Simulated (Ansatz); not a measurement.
silanone (H2OSi), singlet, geometry from GFN2-xTB. Base run: PBE/6-311G** (Ansatz, a program for electronic structure).

Here is a job for Ansatz.
Ansatz 0.2 input:
```yaml
crystal:
  periodic: [false, false, false]
  atoms:
    - {symbol: Si, position_ang: [0.06685327, -0.42675674, 0.00274181]}
    - {symbol: O, position_ang: [-0.16591088, 1.05908930, -0.00680439]}
    - {symbol: H, position_ang: [-0.98465592, -1.43401683, -0.00031696]}
    - {symbol: H, position_ang: [1.37599714, -1.06410322, 0.01636676]}
basis:
  gaussian:
    orbitals: 6-311G__.json
hamiltonian:
  xc: pbe
```
The basis file holds 6-311G** in the JSON format of the Basis Set Exchange.

The base run was repeated with changes; each row names its change, and settings that it needs were set with it.

```tsv
change	ΔE vs base (mEh)
base	0.000
occupation = up:A1:7 B1:3 B2:2 down:A1:7 B1:3 B2:2	400.5
occupation = up:A1:7 B1:1 B2:3 A2:1 down:A1:7 B1:1 B2:3 A2:1	1850.5
occupation = up:A1:7 B1:2 B2:2 A2:1 down:A1:7 B1:2 B2:2 A2:1	1571.3
occupation = up:A1:7 B1:2 B2:3 down:A1:7 B1:2 B2:3	0.000
symmetry_tolerance_ang = 0.01	0.000
occupation = up:A1:6 B1:2 B2:4 down:A1:6 B1:2 B2:4	945.9
```
